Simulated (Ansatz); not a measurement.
Cost and result for the atomization energy of `B1C[AsH]1` (7 atoms, 7 bonds).

```
atom   x (Å)   y (Å)   z (Å)
  B1  -0.586   0.670  -0.198
  C2  -0.301  -0.722   0.293
 As3   1.201   0.622   0.692
  H4  -1.240   1.289  -0.967
  H5  -0.201  -1.574  -0.375
  H6  -0.617  -1.014   1.292
  H7   1.744   0.729  -0.736
```

The species carries charge 0 and has multiplicity 1. Correlated methods include outer-core shells of As, which these sets cover unevenly. Scalar relativity is left out up to krypton. The structure was optimised at the PBE0-D4/def2-TZVP level. Program: Ansatz. All runs use 2 threads of an Intel Xeon 6975P-C on a shared host. Times are those of one run each, without the atoms' runs, and a repeat can differ threefold. Electronic energies, without spin–orbit coupling; frozen cores. CCSD(T)/CBS adds CCSD(T) − MP2 in def2-TZVPP to the MP2 limit, and its time is that of the two runs behind it. T1 = 0.013. With those shells the extrapolation isn't a true limit. HSE06 is the plane-wave form, built on full-range PBE exchange.

CCSD(T)/CBS is a level of theory with its own doubt, some kJ/mol a heavy atom from the limit and from the frozen cores, so smaller differences don't rank the functionals.

| level | functions | wall time | atomization (kcal/mol) | difference from CCSD(T)/CBS | per bond |
| --- | --- | --- | --- | --- | --- |
| LDA (SPW92)/def2-TZVPP | 166 | 0.55 s | 636.9 | 88.3 | 12.6 |
| revPBE-D4/def2-TZVPP | 166 | 0.9 s | 551.8 | 3.2 | 0.5 |
| BLYP-D4/def2-TZVPP | 166 | 1.1 s | 554.1 | 5.5 | 0.8 |
| BHLYP-D4/def2-TZVPP | 166 | 1.2 s | 539.0 | -9.6 | -1.4 |
| PBE0-D4/def2-TZVPP | 166 | 1.2 s | 555.8 | 7.2 | 1.0 |
| CCSD(T)/def2-SVP | 80 | 1.4 s | 515.1 | -33.5 | -4.8 |
| HSE06-D4/def2-TZVPP | 166 | 1.4 s | 555.8 | 7.2 | 1.0 |
| B2PLYP/def2-TZVPP | 166 | 2.1 s | 546.8 | -1.8 | -0.3 |
| PBE-QIDH/def2-TZVPP | 166 | 2.2 s | 548.9 | 0.3 | 0.0 |
| ωB97M-V/def2-TZVPP (with forces) | 166 | 4.2 s | 552.9 | 4.3 | 0.6 |
| MP2/def2-QZVPP | 323 | 8.5 s | 547.9 | -0.7 | -0.1 |
| CCSD(T)/def2-TZVPP | 166 | 12 s | 534.8 | -13.8 | -2.0 |
| CCSD(T)/CBS(def2) | – | 20 s | 548.6 | 0.0 | 0.0 |

In def2-TZVPP, CCSD(T) changes the Hartree–Fock value by +141.0 kcal/mol (the triples alone add +9.5 kcal/mol) and MP2 by +146.1 kcal/mol; breaking electron pairs costs correlation energy, which Hartree–Fock lacks. From PBE to PBE0 (25 % exact exchange), in def2-TZVPP and without D4, the atomization energy moves by −9.3 kcal/mol: exact exchange takes away binding that semilocal exchange gives to molecules. The D4 term adds +4.7 kcal/mol with B3LYP and +2.4 kcal/mol with PBE0; it sums over pairs of atoms, weighted by their polarisabilities, and B3LYP, whose exchange is more repulsive, gets the larger term.

B3LYP here is the variant with VWN-RPA as its local correlation; programs differ in this.
